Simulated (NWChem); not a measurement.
**Plane-wave run on MgBr₂ (CdI2 type)**

```xyz
3
Lattice="3.8016 0.0000 0.0000 -1.9008 3.2923 0.0000 0.0000 0.0000 6.1328" Properties=species:S:1:pos:R:3 pbc="T T T"
Mg     0.0000     0.0000     0.0000
Br     0.0000     2.1949     1.5455
Br     1.9008     1.0974     4.5873
```

All runs are NWChem calculations. Origin of the cell: lattice set by a structure generator, not relaxed at this level; this structure type may not be the compound's usual one.

Norm-conserving pseudopotentials with valence charges Mg 2, Br 7, fixed occupations, no spin-orbit coupling, density cut at twice the wavefunction cutoff.

The filled d shells of Br are in the core.

Level: LDA (Vosko), default library, cutoff 25 Ha, density from a 3×3×3 mesh. Bands run along Γ–M–K–Γ–A–L–H–A with k in units of the cell's reciprocal vectors.

Q: What gap does the band structure show, and how wide is the group of occupied bands?

A: It shows a direct gap along this path of 3.97 eV at Γ. The 8 occupied bands reach 14.1 eV below the valence-band top.
